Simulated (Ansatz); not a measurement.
C₂H₂GeN₂⁻, that is Ge(CN)2H2 with one electron more. Total charge -1; doublet. Geometry r2SCAN-D4/def2-SVP, that of the neutral singlet; atoms count from 1.

```xyz
7

Ge    0.340   -0.178   -0.477
C    -0.006    1.621    0.081
N    -0.188    2.728    0.393
C    -0.593   -1.312    0.753
N    -1.149   -2.026    1.485
H     1.834   -0.450   -0.363
H    -0.237   -0.382   -1.871
```

The highest occupied level of the charge -1 doublet lies above zero (up to 1.94 eV). By energy differences it is unbound by 0.33 eV (vertical, against the charge 0 singlet, at PBE0-D4/def2-TZVPD) and held by the finite basis.

**Question.** Estimate the Mulliken populations from the PBE0/def2-TZVPD orbitals of Ansatz.

**Answer.** 
```csv
atom,charge (e),spin (α − β)
Ge1,-0.47,0.25
C2,-0.07,0.26
N3,-0.32,0.09
C4,-0.07,0.27
N5,-0.32,0.09
H6,0.12,0.06
H7,0.13,-0.02
```
Mulliken values depend strongly on the basis. With diffuse functions, as here, like atoms can get unlike values, and bond orders can come out too low or too high.

**Question.** Where does the spin sit?

**Answer.** Summed by element: Ge 0.25, C 0.53, N 0.18, H 0.04, of 1 unpaired in all. Largest on single atoms: C4 0.27, C2 0.26, Ge1 0.25.

**Question.** And the Mayer bond orders between heavy atoms (over 0.3)?

**Answer.** Ge1–C2 1.05 (1.92 Å); Ge1–C4 1.06 (1.92 Å); C2–N3 2.27 (1.16 Å); C4–N5 2.27 (1.16 Å).
